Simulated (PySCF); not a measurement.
## Two-dimensional NMR puzzle

Compound of formula C₄H₉NOSi. Correlations simulated from computed shifts and the bond graph:

HSQC (one-bond C–H):
| δH | δC |
| --- | --- |
| 7.48 | 182.2 |
| 1.32 | 25.4 |
| 0.90 | 8.0 |
| 0.75 | 8.0 |

COSY cross peaks (H two or three bonds apart, from the bond graph; peaks can be absent where the dihedral angle is near 90°):
| δH | δH |
| --- | --- |
| 7.48 | 1.32 |
| 1.32 | 0.90 |
| 1.32 | 0.75 |
| 0.90 | 0.75 |

HMBC (two and three bonds, from the bond graph):
| δH | δC |
| --- | --- |
| 7.48 | 25.4, 8.0 |
| 5.34 | 182.2 |
| 1.32 | 182.2, 8.0 |
| 0.90 | 182.2, 25.4, 8.0 |
| 0.75 | 182.2, 25.4, 8.0 |

PySCF 2.14 calculation with NMR shieldings at PBE0/pcSseg-1/GIAO and GFN2-xTB geometry; in vacuum, fast rotation and ring inversion assumed for equivalent nuclei, non-relativistic Hamiltonian, one computed conformer.

References, each an isolated molecule treated in the same way: TMS for ¹H (σref 31.72), ¹³C (σref 186.93).

Exchangeable hydrogens are left out of these lists.

Assemble the structure.

Answers

SMILES O[SiH2]/N=C\C1CC1.

Mapped SMILES: `[OH:1][SiH2:2]/[N:3]=[CH:4]\[CH:5]1[CH2:6][CH2:7]1`. Hydrogens are named by the atom that carries them. Ha(C6), Ha(C7) are cis to C4 on the ring; Hb(C6), Hb(C7) are trans to C4 on the ring.

δC 182.2 is C4, a C=N carbon (δH 7.48). δC 25.4 is C5, a three-membered-ring carbon (δH 1.32). δC 8.0 is C6/C7, a three-membered-ring carbon (δH 0.90, 0.75). COSY links 7.48–1.32, 1.32–0.90, 1.32–0.75, 0.90–0.75.

The shifts were computed for this structure.

Exchangeable OH/NH protons stand at their gas-phase positions; hydrogen bonding in a real sample shifts them, mostly to higher δ. Shifts are as computed. Against solution values, carbons near 30 ppm lie about +3 ppm off and those near 130 ppm about +5 ppm. Of 1211 compounds with measured shifts, 218 miss one by over three times the rms of a fit or turn the order of signals round; such compounds aren't used in these exercises.
